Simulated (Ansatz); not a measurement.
Input file for `O[SiH2][S][GeH3]`:

```yaml
crystal:
  periodic: [false, false, false]
  atoms:
    - {symbol: O, position_ang: [-1.007489, 1.566568, -1.515992]}
    - {symbol: Si, position_ang: [0.316807, 1.346055, -0.572111]}
    - {symbol: S, position_ang: [1.216026, -0.572584, -0.805665]}
    - {symbol: Ge, position_ang: [0.171638, -1.611305, 0.864266]}
    - {symbol: H, position_ang: [-1.700314, 0.905264, -1.480508]}
    - {symbol: H, position_ang: [-0.024658, 1.507739, 0.867416]}
    - {symbol: H, position_ang: [1.287696, 2.366450, -1.017430]}
    - {symbol: H, position_ang: [0.711559, -1.117370, 2.213343]}
    - {symbol: H, position_ang: [0.451594, -3.106599, 0.672795]}
    - {symbol: H, position_ang: [-1.339858, -1.335316, 0.776684]}
basis:
  gaussian: {orbitals: def2-SVP}
correlation: {method: ccsd_t}
```

```sh
$ ansatz run in.yaml --threads 4 --pin off --events-out ev --progress --plain --max-ram 10444MiB
```

Log, shortened:

```
Functional definition: HF
1077 factors; integrals over basis functions are off by at most 1.4e-3 eV
mean field evaluation 1: about -77270.3176 eV, gradient 3.4e1 eV
mean field evaluation 2: about -77270.3205 eV, gradient 3.4e1 eV
mean field evaluation 4: about -77273.0016 eV, gradient 2.8e0 eV
mean field evaluation 8: about -77273.0334 eV, gradient 1.6e-4 eV
mean field -77273.03340097 eV, -2839.7315999425 hartree, gradient 2.2e-6 eV, S^2 0.000000; 0 other end points of the search recorded, 0 dependent functions left out
20 core orbitals not correlated: weight in the atoms' cores, before any rotation towards them, 1.000 or more for the frozen orbitals, at most 0.000 for the correlated occupied ones
reference -77273.03340097 eV, -2839.7315999425 hartree; 18, 18 occupied and 74, 74 virtual orbitals, 1077 factors
second order -17.69034047 eV of doubles, -0.00000000 eV of singles
cycle   1  -18.19361903 eV  change   -5.0e-1 eV  update   1.0e-1
cycle   2  -18.75771724 eV  change   -5.6e-1 eV  update   3.0e-2
cycle   3  -18.84619441 eV  change   -8.8e-2 eV  update   1.4e-2
cycle   4  -18.83851608 eV  change    7.7e-3 eV  update   3.0e-3
cycle   5  -18.83844218 eV  change    7.4e-5 eV  update   1.2e-3
cycle   6  -18.83822360 eV  change    2.2e-4 eV  update   3.4e-4
cycle   7  -18.83804322 eV  change    1.8e-4 eV  update   1.2e-4
cycle   8  -18.83804329 eV  change   -7.5e-8 eV  update   4.0e-5
perturbative correction -0.49380559 eV, -0.0181470208 hartree
Total energy: -77292.36524986 eV, -2840.4420322855 hartree
```

It took 3.1 s on 4 threads of an INTEL XEON PLATINUM 8581C on a shared host, with 0.52 GiB of host memory at the peak.

Correlation energy per correlated electron: -0.537 eV. T1 diagnostic: 0.0107.
